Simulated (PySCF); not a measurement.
## What an electron can do to SiSe

PBE in PySCF with def2-TZVPPD on every atom, for the lowest determinant that a PBE0 search found; no spin–orbit coupling.

| species | state (unpaired electrons) | Re (Å) | ωe (cm⁻¹) | energy of the minimum from the neutral (eV) | De (eV) | dissociates to |
| --- | --- | --- | --- | --- | --- | --- |
| SiSe | singlet (closed shell) | 2.085 | 560 | 0.00 | 5.82 | Si + Se |
| SiSe⁺ | doublet (π ↑) | 2.232 | 446 | 9.88 | 4.14 | Si⁺ + Se |
| SiSe⁻ | doublet (π ↑) | 2.196 | 452 | -0.69 | 4.38 | Si + Se⁻ |

Task: Work out the lowest energy to break SiSe into atoms, from its vibrational ground state.

Result: D0 = De − ωe/2 = 5.82 − 0.03 = 5.79 eV (PBE/def2-TZVPPD).

Task: Work out the ionisation energy of the Si atom at this level and the threshold of dissociative ionisation.

Result: IE(Si) = 9.88 + 4.14 − 5.82 = 8.20 eV, so Si⁺ + Se + e⁻ appears at D0 + IE(Si) = 13.99 eV (PBE/def2-TZVPPD). The measured IE(Si) is 8.152 eV (NIST ASD).

Task: Work out the electron affinity of the Se atom and the threshold of dissociative attachment.

Result: EA(Se) = 5.82 − 4.38 − (-0.69) = 2.13 eV, so Si + Se⁻ needs D0 − EA(Se) = 3.66 eV (PBE/def2-TZVPPD). The measured EA(Se) is 2.021 eV.

Task: At which energy does ion-pair formation open?

Result: Si⁺ + Se⁻ lies at D0 + IE(Si) − EA(Se) = 11.86 eV (PBE/def2-TZVPPD).

These are thermodynamic thresholds; the onsets seen under electron impact lie higher where the geometry changes, and cross-sections peak well above them.

For an ion De counts to the pair picked by the measured ionisation energies or electron affinities, which need not be the lowest pair at this level. The highest Kohn–Sham level is positive in this anion. Much of that is self-interaction error, but it also means that the finite basis helps to hold the extra electron. States were picked by a PBE0 search and need not be the measured ground states.
